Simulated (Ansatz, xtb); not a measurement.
# AlClGeHO: which of two structures lies lower

We compare X, a doublet given by its coordinates, with Y, a doublet given by its coordinates. Both are isolated molecules in the gas phase, relaxed with PBE-D3(BJ)/def2-SVP.

X (Å):

```xyz
5

Al   -1.4688   -1.0300   -0.3147
Cl   -2.2136    0.8232    0.9965
Ge   -1.1068    1.8337   -1.0129
O    -0.7533    0.1636   -1.4619
H    -0.4476   -1.9266    0.5412
```

Close contacts (Å): Al1–Cl2 2.39, Al1–O4 1.80, Cl2–Ge3 2.51, Ge3–O4 1.77, Al1–H5 1.61.

Y (Å):

```json
{"atom": "Al", "x (Å)": "-1.2168", "y (Å)": "-0.3082", "z (Å)": "-0.6047"}
{"atom": "Cl", "x (Å)": "0.5546", "y (Å)": "-1.4464", "z (Å)": "-0.3651"}
{"atom": "Ge", "x (Å)": "-1.4478", "y (Å)": "1.7755", "z (Å)": "1.1871"}
{"atom": "O", "x (Å)": "-2.0950", "y (Å)": "0.1281", "z (Å)": "0.8841"}
{"atom": "H", "x (Å)": "-1.9253", "y (Å)": "-0.1934", "z (Å)": "-2.0146"}
```

Close contacts (Å): Al1–Cl2 2.12, Al1–Ge3 2.76, Al1–O4 1.78, Ge3–O4 1.80, Al1–H5 1.58.

Estimate E(Y) − E(X) at the level CCSD(T)/def2-SVP + ΔMP2/def2-TZVPP.

Calculated at CCSD(T)/def2-SVP + ΔMP2/def2-TZVPP: E(Y) − E(X) = −0.678 eV, so structure Y lies lower.

The same difference at several levels:

| level | geometry | E(Y) − E(X) (eV) | departure from the last row (eV) | job, with rough time for the two |
| --- | --- | --- | --- | --- |
| PBE-D3(BJ)/def2-SVP | PBE-D3(BJ)/def2-SVP | −0.361 | +0.317 | optimisation, 65 s |
| HF/def2-SVP | PBE-D3(BJ)/def2-SVP | −0.745 | −0.067 | part of the CCSD(T) run |
| MP2/def2-SVP | PBE-D3(BJ)/def2-SVP | −0.713 | −0.035 | part of the CCSD(T) run |
| CCSD(T)/def2-SVP | PBE-D3(BJ)/def2-SVP | −0.705 | −0.027 | single point |
| CCSD(T)/def2-SVP + ΔMP2/def2-TZVPP | PBE-D3(BJ)/def2-SVP | −0.678 |  | single point, 90 s |

None of the levels shown reverses the order. The largest departure from CCSD(T)/def2-SVP + ΔMP2/def2-TZVPP is that of PBE-D3(BJ)/def2-SVP, 0.317 eV. Levels run at GFN2-xTB geometries aren't shown. The last row adds to CCSD(T) the change of the MP2 difference between the two basis sets, here +0.027 eV.

With harmonic frequencies from PBE-D3(BJ)/def2-SVP (ideal gas, rigid rotor, one conformer each, 298.15 K, 1 atm): the zero-point term adds +0.026 eV; ΔH is −0.655 and ΔG −0.670 eV.

Open shells are spin-unrestricted. The correlated steps freeze 20 core orbitals; the filled d shell of Ge is correlated, in a basis made for valence electrons. Codes used: Ansatz 0.2.0; the last row on 1 thread of Intel(R) Xeon(R) Processor @ 2.70GHz on a shared host.
